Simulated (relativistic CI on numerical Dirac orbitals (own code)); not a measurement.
**Hyperfine structure of Os52+, mass number 189**

Method of calculation: Dirac-Coulomb-Breit CI, orbitals from a KLI potential per configuration, QED by a radiative potential, unscaled Slater integrals (own radial code, finite nucleus).

CI space (outside the closed core [Ne]): 3s²3p⁶3d⁶, 3s²3p⁵3d⁷, 3s²3p⁴3d⁸, 3s3p⁶3d⁷, 3p⁶3d⁸, 3s3p⁵3d⁸, 3s²3p⁶3d⁵4s, 3s²3p⁶3d⁵4p, 3s²3p⁴3d⁷4s, 3s²3p⁶3d⁵4d, 3s²3p⁵3d⁶4s, 3s²3p⁶3d⁵4f, 3s²3p⁶3d⁴4s², 3s3p⁶3d⁶4s, 3p⁶3d⁷4s, 3p⁶3d⁷4p. Levels of other configurations are missing.

Nuclear spin I = 3/2, μ = 0.6576 μN, Q = 0.86 b (tables of Stone and Pyykkö). The electronic factors are computed for point nuclear moments, without core polarisation or the Bohr-Weisskopf and QED corrections.

| Level | E (cm⁻¹) | A (MHz) | B (MHz) |
| --- | --- | --- | --- |
| 3s²3p⁶3d⁶ ⁵D3 | 583157 | 12740 | 3190 |
| 3s²3p⁶3d⁶ ³H6 | 662426 | 26760 | -62800 |
| 3s²3p⁶3d⁶ ³G5 | 662568 | 24090 | 31800 |
| 3s²3p⁶3d⁶ ³P1 | 857093 | 13450 | 48800 |

Levels with J = 0, under 50 % of one LS term, or S terms without an open s electron are left out. Small factors come from cancelling terms and can be off by tens of per cent or more.

At this charge energies of transitions that change n are usually good to better than 1 %, and those within a shell (Δn = 0) to a few per cent.

Task: Give the hyperfine levels of 3s²3p⁶3d⁶ ⁵D3 relative to its centre of gravity.

Result: With K = F(F + 1) − I(I + 1) − J(J + 1), E = AK/2 + B[¾K(K + 1) − I(I + 1)J(J + 1)]/[2I(2I − 1)J(2J − 1)]: F = 3/2: -74550, F = 5/2: -45080, F = 7/2: -1595, F = 9/2: 58140 MHz.

LS names give the leading component of a level, which can be under half, so a name can repeat, a term be missing and a line seem to break the LS rules.
